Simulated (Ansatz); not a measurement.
Reaction (formal exchange of groups at the Si–C bond): `[SiH3]C1(Cl)O[SiH2]1` + `C1O[SiH2][SiH2]1` → `[SiH3][SiH]1CO[SiH2]1` + `ClC1O[SiH2]1`

Gas-phase electronic energies from Ansatz, PBE0-D4/def2-TZVP geometries. CCSD(T)/CBS is the MP2 limit (def2-TZVPP, def2-QZVPP) plus CCSD(T) − MP2 in def2-TZVPP, frozen cores.

```csv
level,ΔE (kJ/mol)
MP2/def2-TZVPP,-4.3
CCSD(T)/def2-TZVPP,-10.1
HF/def2-QZVPP,-8.2
SCS-MP2/def2-QZVPP,-3.0
```

(1) What does CCSD(T)/CBS give? (Best estimate.)

Largest T1 diagnostic among the species: 0.015.

Results:

(1) Ansatz gave: -8.8 kJ/mol. The listed levels differ from it by 4.5, -1.3, 0.6, 5.8 kJ/mol.

The D4 term adds +3.1 kJ/mol with B3LYP and +1.3 kJ/mol with PBE0; it sums over pairs of atoms, weighted by their polarisabilities, and B3LYP, whose exchange is more repulsive, gets the larger term.

CCSD(T)/CBS has its own doubt, a few kJ/mol and more with outer-core shells, so smaller differences from it don't rank the levels.

B3LYP here is the variant with VWN-RPA as its local correlation; programs differ in this.
